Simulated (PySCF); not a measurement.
C₅H₉OS (doublet state).
Z-matrix (Å and degrees, GFN2-xTB geometry), rows numbered from 1:
```
C 
O   1  1.4337
C   2  1.3029  1  120.90
C   3  1.3086  2  142.67  1    31.94
C   4  1.5214  3  127.09  2    11.01
C   5  1.5237  4  110.80  3  -124.41
S   6  1.8282  5  112.54  4    63.20
H   1  1.0930  2  109.27  3   -93.66
H   1  1.0889  2  106.81  3   147.99
H   1  1.0910  2  111.34  3    27.71
H   4  1.0822  3  118.75  2  -173.69
H   5  1.0899  4  110.49  3    -2.48
H   5  1.0940  4  109.17  3   116.55
H   6  1.0904  5  111.36  4   -57.73
H   6  1.0901  5  110.93  4  -179.64
H   7  1.3330  6   95.16  5   -61.44
```

The hyperfine couplings belong to this conformer and change with its torsions.

Identity: `CO/[C]=C\CCS` [radical].

Theory: UKS B3LYP, pcH-1 on C H O S, non-relativistic, mean-field spin-orbit, GIAO (PySCF 2.14.0). The structure is a single GFN2-xTB conformer in the gas phase; no vibrational or solvent corrections. A GFN2-xTB geometry isn't a minimum of the functional, and hyperfine couplings can be far from their values at a DFT geometry. Stability of the SCF solution: not tested.

(1) What is the g tensor, term by term?

(2) At 9.749 GHz, how far is the centre of the isotropic spectrum from where a free electron (g = 2.002319) resonates?

(3) Average each term over the three axes. Which is largest in size?

(4) In a frozen sample, at which fields do the three g values resonate at 9.5, 34, 94 and 263 GHz (hyperfine left aside), and which band first spreads them over more than twice a line width of 0.3 mT?

## Answers

(1) 
| Δg (ppm) | 1 | 2 | 3 |
| --- | --- | --- | --- |
| relativistic mass correction | -199 | -199 | -199 |
| gauge correction | 2 | 33 | -65 |
| orbital Zeeman/spin–orbit | -741 | -65 | 1257 |
| total | -938 | -231 | 993 |

So g = 2.00138, 2.00209, 2.00331 and g_iso = 2.00226; the tensor is rhombic: the two nearest values differ by 37 % of g3 − g1. Axes: g1 points within 6° of the O2–C3 bond.

(2) B = hν/(g μB) with μB/h = 13.99624 MHz/mT gives 347.87 mT for the free electron and 347.88 mT at g_iso, 0.01 mT higher.

(3) The mass correction -199, the orbital-Zeeman/spin–orbit term 150 and the gauge correction -10 ppm, for a total of -59 ppm. The mass correction is the largest in size. The mass correction is the same along every axis, so the anisotropy comes from the other two: their spans along these axes are 98 (gauge) and 1998 ppm (orbital Zeeman/spin–orbit).

(4) 
```csv
band,GHz,B(g3) mT,B(g2) mT,B(g1) mT,spread mT
X,9.5,338.82,339.02,339.14,0.33
Q,34.0,1212.60,1213.34,1213.77,1.17
W,94.0,3352.49,3354.54,3355.73,3.23
J,263.0,9379.84,9385.58,9388.89,9.05
```

The spread grows in proportion to the frequency. Q band is the first where it exceeds 0.6 mT.

Largest spin populations (Mulliken): C3 (+0.89), C4 (-0.10), C5 (+0.06) and O2 (+0.06). No atom but C3 exceeds +0.15.

The HOMO–LUMO gaps are 5.89 eV among the α and 4.79 eV among the β orbitals.
